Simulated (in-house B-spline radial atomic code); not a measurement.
Ionisation energies along the 14-electron series, configuration 1s2 2s2 2p6 3s2 3p1/2(2), as differences of self-consistent energies. Dirac energy differences include first-order Breit, QED and recoil terms. NIST's values go from ground level to ground level; the uncertainty of those that are theory runs from under 0.1 % in few-electron ions to several per cent in heavy many-electron ones. Computed with an all-electron radial atomic-structure program (B-spline basis): Dirac-Hartree-Fock, jj configuration that fills j = l - 1/2 first, finite nuclei.

A number in brackets counts the electrons of a j subshell.

```tsv
ion	configuration after	ionisation energy (eV)	IE/(q+1)² (eV)	-ε less Coulomb ΔSCF (eV)	Breit and QED recoil part (eV)	tabulated value (eV)	tabulated kind	computed minus tabulated (eV)
Si	[Ne] 3s2 3p1/2(1)	6.8	6.7646	0.49858	-0.00086672	8.15168	measured	-1.4
P+	[Ne] 3s2 3p1/2(1)	18.0	4.5063	0.46697	-0.0032399	19.76949	semi-empirical	-1.7
S2+	[Ne] 3s2 3p1/2(1)	32.8	3.6435	0.45133	-0.0069578	34.86	semi-empirical	-2.1
Cl3+	[Ne] 3s2 3p1/2(1)	50.9	3.1803	0.44307	-0.012161	53.24	semi-empirical	-2.4
Ar4+	[Ne] 3s2 3p1/2(1)	72.2	2.8886	0.43895	-0.019011	74.84	semi-empirical	-2.6
K5+	[Ne] 3s2 3p1/2(1)	96.7	2.687	0.43729	-0.027776	99.44	semi-empirical	-2.7
Ca6+	[Ne] 3s2 3p1/2(1)	124.4	2.5389	0.43716	-0.038573	127.21	semi-empirical	-2.8
Sc7+	[Ne] 3s2 3p1/2(1)	155.2	2.4253	0.43801	-0.051541	158.08	semi-empirical	-2.9
Ti8+	[Ne] 3s2 3p1/2(1)	189.2	2.3354	0.43947	-0.06697	192.1	semi-empirical	-2.9
V9+	[Ne] 3s2 3p1/2(1)	226.2	2.2623	0.44134	-0.085028	230.5	semi-empirical	-4.3
Cr10+	[Ne] 3s2 3p1/2(1)	266.4	2.2019	0.44347	-0.10596	270.8	semi-empirical	-4.4
Mn11+	[Ne] 3s2 3p1/2(1)	309.7	2.151	0.44577	-0.12988	314.4	semi-empirical	-4.7
Fe12+	[Ne] 3s2 3p1/2(1)	356.2	2.1076	0.44818	-0.15709	361	semi-empirical	-4.8
Co13+	[Ne] 3s2 3p1/2(1)	405.8	2.0702	0.45065	-0.1877	410	semi-empirical	-4.2
Ni14+	[Ne] 3s2 3p1/2(1)	458.5	2.0377	0.45317	-0.22208	462.8	semi-empirical	-4.3
```

(1) How far is this level of theory from the measured and semi-empirical values?

## Answers

(1) Over those 15 rows the differences run from -4.81 to -1.39 eV (mean absolute value 3.2 eV). The calculation leaves out correlation and, in open shells, the multiplet splittings that an average leaves out.
